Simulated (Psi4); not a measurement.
ClGa, charge -1, doublet, geometry from GFN2-xTB (such geometries of metal compounds can be far from the true shape) (a state made from the parent by changing its charge; the spin is typed, not shown lowest) (a gas-phase anion, which may not be bound at this level); TPSS/aug-cc-pVDZ in Psi4.

Here is a job for Psi4.
```
memory 2 GB

molecule {
-1 2
Ga   -0.00000000   -0.00000000   -0.85496772
Cl    0.00000000    0.00000000    1.55905878
}

set {
  basis aug-cc-pvdz
  reference uks
}

energy('tpss')
print_variables()
```

Question: Predict the main parts of the log of this Psi4 run.

Answer: 
```
   => Loading Basis Set <=

    Name: AUG-CC-PVDZ
    Role: ORBITAL
    Keyword: BASIS

         ---------------------------------------------------------
                                   SCF
               by Justin Turney, Rob Parrish, Andy Simmonett
                          and Daniel G. A. Smith
                              UKS Reference
         ---------------------------------------------------------

  ==> Geometry <==

    Molecular point group: c2v
    Full point group: C_inf_v

    Geometry (in Angstrom), charge = -1, multiplicity = 2:

       Center              X                  Y                   Z               Mass
    ------------   -----------------  -----------------  -----------------  -----------------
         GA           0.000000000000     0.000000000000    -0.812514589580    68.925573500000
         CL           0.000000000000     0.000000000000     1.601511910420    34.968852682000

  Running in c2v symmetry.

  Rotational constants: A = ************  B =      0.12469  C =      0.12469 [cm^-1]
  Rotational constants: A = ************  B =   3738.20927  C =   3738.20927 [MHz]
  Nuclear repulsion =  115.523334156890996

  Charge       = -1
  Multiplicity = 2
  Electrons    = 49
  Nalpha       = 25
  Nbeta        = 24

  ==> Algorithm <==

  SCF Algorithm Type is DF.
  DIIS enabled.
  MOM disabled.
  Fractional occupation disabled.
  Guess Type is SAD.
  Energy threshold   = 1.00e-06
  Density threshold  = 1.00e-06
  Integral threshold = 1.00e-12

  ==> Primary Basis <==

  Basis Set: AUG-CC-PVDZ
    Blend: AUG-CC-PVDZ
    Number of shells: 25
    Number of basis functions: 63
    Number of Cartesian functions: 68
    Spherical Harmonics?: true
    Max angular momentum: 2

  ==> DFT Potential <==

   => LibXC <=

    Version 7.1.2
    S. Lehtola, C. Steigemann, M. J. T. Oliveira, and M. A. L. Marques,  SoftwareX 7, 1–5 (2018) (10.1016/j.softx.2017.11.002)

   => Composite Functional: TPSS <=

    TPSS Meta-GGA XC Functional

    J. Tao, et al., Phys. Rev. Lett., 91, 146401, 2003

    Deriv               =              1
    GGA                 =           TRUE
    Meta                =           TRUE

    Exchange Hybrid     =          FALSE
    MP2 Hybrid          =          FALSE

   => Exchange Functionals <=

    1.0000   XC_MGGA_X_TPSS

   => Correlation Functionals <=

    1.0000   XC_MGGA_C_TPSS

   => LibXC Density Thresholds  <==

    XC_MGGA_C_TPSS:  1.00E-15
    XC_MGGA_X_TPSS:  1.00E-15

   => Molecular Quadrature <=

    Radial Scheme          =       TREUTLER
    Pruning Scheme         =           NONE
    Nuclear Scheme         =       TREUTLER

    Blocking Scheme        =         OCTREE
    BS radius alpha        =              1
    Pruning alpha          =              1
    Radial Points          =             75
    Spherical Points       =            302
    Total Points           =          44912
    Total Blocks           =            441
    Max Points             =            256
    Max Functions          =             63
    Weights Tolerance      =       1.00E-15

   => Loading Basis Set <=

    Name: (AUG-CC-PVDZ AUX)
    Role: JKFIT
    Keyword: DF_BASIS_SCF

  ==> Integral Setup <==

  SCF_SUBTYPE=INCORE selected. In-core MEM_DF algorithm will be used.
  Using in-core AOs.

  ==> MemDFJK: Density-Fitted J/K Matrices <==

    J tasked:                   Yes
    K tasked:                    No
    wK tasked:                   No
    Algorithm:                 Core
    Schwarz Cutoff:           1E-12
    Mask sparsity (%):       0.0000
    Fitting Condition:        1E-10

   => Auxiliary Basis Set <=

  Basis Set: (AUG-CC-PVDZ AUX)
    Blend: AUG-CC-PVDZ-JKFIT
    Number of shells: 92
    Number of basis functions: 322
    Number of Cartesian functions: 389
    Spherical Harmonics?: true
    Max angular momentum: 3

  Minimum eigenvalue in the overlap matrix is 4.4770822022E-03.
  Reciprocal condition number of the overlap matrix is 1.1401085341E-03.
[...]

   @DF-UKS iter   1: -2384.30803194164400   -3.09566e+00   2.75601e-02 ADIIS/DIIS
    Occupation by irrep:
             A1    A2    B1    B2
    DOCC [    13,    1,    5,    5 ]
    SOCC [     1,    0,    0,    0 ]
    NA   [    14,    1,    5,    5 ]
    NB   [    13,    1,    5,    5 ]

   @DF-UKS iter   2: -2335.43474830142713    4.88733e+01   1.99529e-01 ADIIS
    Occupation by irrep:
             A1    A2    B1    B2
    DOCC [    13,    1,    5,    5 ]
    SOCC [     0,    0,    0,    1 ]
    NA   [    13,    1,    5,    6 ]
    NB   [    13,    1,    5,    5 ]

   @DF-UKS iter   3: -2384.25096128671203   -4.88162e+01   3.66819e-02 ADIIS/DIIS
   @DF-UKS iter   4: -2385.10748858908346   -8.56527e-01   2.78562e-03 ADIIS/DIIS
   @DF-UKS iter   5: -2385.10619285082339    1.29574e-03   3.09293e-03 ADIIS/DIIS
   @DF-UKS iter   6: -2385.11634951567476   -1.01567e-02   4.74973e-04 ADIIS/DIIS
   @DF-UKS iter   7: -2385.11656190109125   -2.12385e-04   9.08569e-05 DIIS
   @DF-UKS iter   8: -2385.11657008260681   -8.18152e-06   2.11296e-05 DIIS
   @DF-UKS iter   9: -2385.11657096722092   -8.84614e-07   7.57322e-06 DIIS
   @DF-UKS iter  10: -2385.11657106617986   -9.89589e-08   9.00677e-07 DIIS
  Energy and wave function converged.

  ==> Post-Iterations <==

   Electrons on quadrature grid:
      Nalpha   =   25.0000041663 ; deviation = 4.166e-06
      Nbeta    =   24.0000041250 ; deviation = 4.125e-06
      Ntotal   =   49.0000082912 ; deviation = 8.291e-06

   @Spin Contamination Metric:   2.528602306E-03
   @S^2 Expected:                7.500000000E-01
   @S^2 Observed:                7.525286023E-01
   @S   Expected:                5.000000000E-01
   @S   Observed:                5.000000000E-01

    Orbital Energies [Eh]
    ---------------------

    Alpha Occupied:

[...]
       6B2     0.057920

    Alpha Virtual:

[...]
    Beta Occupied:

[...]
    Beta Virtual:

[...]
    Final Occupation by Irrep:
             A1    A2    B1    B2
    DOCC [    13,    1,    5,    5 ]
    SOCC [     0,    0,    0,    1 ]
    NA   [    13,    1,    5,    6 ]
    NB   [    13,    1,    5,    5 ]

  @DF-UKS Final Energy: -2385.11657106617986

   => Energetics <=

    Nuclear Repulsion Energy =            115.5233341568909964
    One-Electron Energy =               -3558.0327511413106549
    Two-Electron Energy =                1160.7498551395910908
    DFT Exchange-Correlation Energy =    -103.3570092213514471
    Empirical Dispersion Energy =           0.0000000000000000
    VV10 Nonlocal Energy =                  0.0000000000000000
    Total Energy =                      -2385.1165710661798585

  UHF NO Occupations:
  HONO-2 :    5 B2 1.9998717
  HONO-1 :   13 A1 1.9989558
  HONO-0 :    6 B2 1.0000000
  LUNO+0 :   14 A1 0.0010442
  LUNO+1 :    7 B2 0.0001283
  LUNO+2 :   15 A1 0.0000425
  LUNO+3 :    6 B1 0.0000265

Computation Completed

Properties will be evaluated at   0.000000,   0.000000,   0.000000 [a0]

Properties computed using the SCF density matrix

 Multipole Moments:

 ------------------------------------------------------------------------------------
     Multipole            Electronic (a.u.)      Nuclear  (a.u.)        Total (a.u.)
 ------------------------------------------------------------------------------------

 L = 1.  Multiply by 2.5417464519 to convert [e a0] to [Debye]
 Dipole X            :          0.0000000            0.0000000            0.0000000
 Dipole Y            :          0.0000000            0.0000000            0.0000000
 Dipole Z            :         -3.9044949            3.8507898           -0.0537051
 Magnitude           :                                                    0.0537051

 ------------------------------------------------------------------------------------

  Variable Map:
  ----------------------------------------------------------------------------
[...]
  Array Variable Map:
  ----------------------------------------------------------------------------
[...]
[...]
```
